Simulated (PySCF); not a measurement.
Spin–spin couplings to the heavy atom in `C=C(F)C[TeH]`, C$_{3}$H$_{5}$FTe

Cartesian coordinates in Å; atom numbers follow the order of the lines, from 1:
```xyz
10

C    -1.435    0.669    0.303
C    -0.559   -0.335    0.341
F    -0.600   -1.223    1.337
C     0.514   -0.613   -0.636
Te    2.523   -0.329    0.174
H    -1.406    1.393   -0.511
H    -2.189    0.775    1.084
H     0.501   -1.673   -0.931
H     0.418    0.009   -1.532
H     2.284    1.309    0.349
```

[PySCF 2.14 with density-fitted X2C routines: indirect couplings; PBE0/pcJ-1 (dyall-v2z on Te), isolated molecule, Gaussian nuclear model, structure from PBE0-D3(BJ)/def2-SVP]

Non-relativistic values:
```tsv
coupling	atoms	J (Hz)
1J(125Te,13C)	Te5 – C4	122.9
1J(125Te,1H)	Te5 – H10	30.9
2J(125Te,13C)	Te5 – C2	12.1
2J(125Te,1H)	Te5 – H8/H9	-36.8
3J(125Te,13C)	Te5 – C1	-5.5
3J(125Te,19F)	Te5 – F3	17.1
4J(125Te,1H)	Te5 – H6	3.6
```

Question: What do two-component X2C with spin–orbit coupling give?

Answer: 
```tsv
coupling	atoms	with spin–orbit (Hz)
1J(125Te,13C)	Te5 – C4	177.7
1J(125Te,1H)	Te5 – H10	294.7
2J(125Te,13C)	Te5 – C2	9.6
2J(125Te,1H)	Te5 – H8/H9	-56.8
3J(125Te,13C)	Te5 – C1	-1.1
3J(125Te,19F)	Te5 – F3	21.8
4J(125Te,1H)	Te5 – H6	2.2
```

The largest listed coupling, 1J(125Te,1H), ends at 9.53 times its non-relativistic value. Equivalent partners are averaged, as under fast rotation. In the static structure 2J(125Te,1H) spreads over -110.7, -3.0 Hz.
